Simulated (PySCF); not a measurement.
Cl2I, SMILES Cl[I-]Cl, charge -1. Geometry optimised at B3LYP-D3(BJ)/def2-SVPD. The def2 effective core potentials stand for the cores of I; spin–orbit coupling is left out.

Computed equilibrium geometry at B3LYP-D3(BJ)/def2-SVPD (PySCF confirms it by a frequency run) as Cartesian coordinates in Å, and its point group:
point group D∞h.
```xyz
3

Cl     0.0000     0.0000     2.6324
I      0.0000     0.0000     0.0000
Cl     0.0000     0.0000    -2.6324
```
Charge -1, spin multiplicity 1.
